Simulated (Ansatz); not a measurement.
`F[SiH2][NH][GeH3]` and `B[SiH2]N[SiH2]F` differ in one atom or group.

Ansatz, PBE0-D4/def2-TZVP geometries, multiplicity 1. Each molecule was computed in one conformer, which needn't be the lowest.

Scalar relativity is left out up to krypton.

```json
{"property": "HOMO–LUMO gap (ωB97M-V/def2-TZVPP) / eV", "`F[SiH2][NH][GeH3]`": "11.95"}
{"property": "LUMO energy (PBE0/def2-TZVPP) / eV", "`F[SiH2][NH][GeH3]`": "0.09"}
{"property": "LUMO energy (PBE/def2-TZVPP) / eV", "`F[SiH2][NH][GeH3]`": "-0.75"}
{"property": "HOMO–LUMO gap (B3LYP/def2-TZVPP) / eV", "`F[SiH2][NH][GeH3]`": "7.49"}
{"property": "HOMO energy (PBE0/def2-TZVPP) / eV", "`F[SiH2][NH][GeH3]`": "-7.90"}
{"property": "ideal-gas entropy at 298 K and 1 bar (rigid rotor, harmonic PBE0-D4/def2-TZVP) / J/(mol·K)", "`F[SiH2][NH][GeH3]`": "354"}
```

Give the same properties after the change, and the shifts. (Best estimate.)

The calculation gave: 
```
                                                                                  property  `B[SiH2]N[SiH2]F`  shift
                                                   HOMO–LUMO gap (ωB97M-V/def2-TZVPP) / eV              10.70  -1.25
                                                        LUMO energy (PBE0/def2-TZVPP) / eV              -1.23  -1.32
                                                         LUMO energy (PBE/def2-TZVPP) / eV              -2.25  -1.50
                                                     HOMO–LUMO gap (B3LYP/def2-TZVPP) / eV               6.14  -1.35
                                                        HOMO energy (PBE0/def2-TZVPP) / eV              -7.76   0.14
ideal-gas entropy at 298 K and 1 bar (rigid rotor, harmonic PBE0-D4/def2-TZVP) / J/(mol·K)                361      7
```

With PBE0 the HOMO rises by 0.14 eV and the LUMO falls by 1.32 eV, so the gap narrows by about 1.46 eV. PBE moves the HOMO by 0.07 eV and ωB97M-V by 0.19 eV. The zero-point energy changes by 39.1 kJ/mol with +6 modes. Modes under 60 cm⁻¹, often nearly free rotors, make the harmonic entropy too high.

Positive LUMOs are unbound, so they and the gaps depend on the basis.

B3LYP here is the variant with VWN-RPA as its local correlation; programs differ in this.
